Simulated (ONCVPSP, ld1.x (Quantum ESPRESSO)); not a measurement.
## Potentials for Mg compared

Generated with ld1.x 7.5 (TM, RRKJ, ultrasoft, PAW), atompaw 4.2 or ONCVPSP 4.0.1. The cutoff is in Ry: for ld1.x and atompaw files where the sum of valence levels is converged to 10 mRy in a Bessel basis, for ONCV files where the hardest occupied wave has 1 mHa per electron of residual kinetic energy. The error is the largest all-electron minus pseudo excitation energy over each file’s own four to seven test configurations (ionisations up to +4, promotions, holes and added fractions of an electron), all of which were solved. The labels leave out finer settings (local radius, basis sizes, second energies), which also bear on the numbers. Spin-polarised tests are not counted. The rows are a selection from randomly drawn settings: files with unsolved tests, undetermined cutoffs or missed reference levels are left out.

| potential | cutoff (Ry) | largest error (meV) | bound ghosts |
| --- | --- | --- | --- |
| ONCV, PBE, scalar-relativistic, rc 1.35/1.05/1.30 (spd), local smoothed, core correction yes, reference 2s2 2p6 3s2, qcut 7.2/13.1/6.6, projectors 2/2/2 | 133 | -1.8 | none |
| ONCV, LDA (Perdew-Wang 92), scalar-relativistic, rc 1.00/1.42 (sp), local smoothed, core correction no, reference 2s2 2p6 3s2, qcut 13.4/13.6, projectors 2/1 | 104 | -122 | none |
| TM semilocal, LDA (PZ), scalar-relativistic, rc 0.85/1.10/1.15 (spd), local s, core correction yes, reference 2s2 2p6 3s0 3p0 | 160 | +487 | none |

Q: Fill in the row for Mg: TM, LDA (PZ), non-relativistic, rc 2.50/2.80 (sp), local p, core correction yes, reference 3s2 3p0.

A: cutoff 6 Ry, largest error -20 meV, bound ghosts: none.

Q: Fill in the row for Mg: ONCV, LDA (Perdew-Wang 92), scalar-relativistic, rc 1.00/0.95/0.85 (spd), local smoothed, core correction yes, reference 2s2 2p6 3s2, qcut 13.7/11.9/12.2, projectors 2/1/2.

A: cutoff 131 Ry, largest error +131 meV, bound ghosts: none.

Q: Fill in the row for Mg: ONCV, PBE, scalar-relativistic, rc 2.10/1.00 (sp), local smoothed, core correction no, reference 2p6 3s1, qcut 3.2/10.8, projectors 3/1.

A: cutoff 119 Ry, largest error -53 meV, bound ghosts: none.
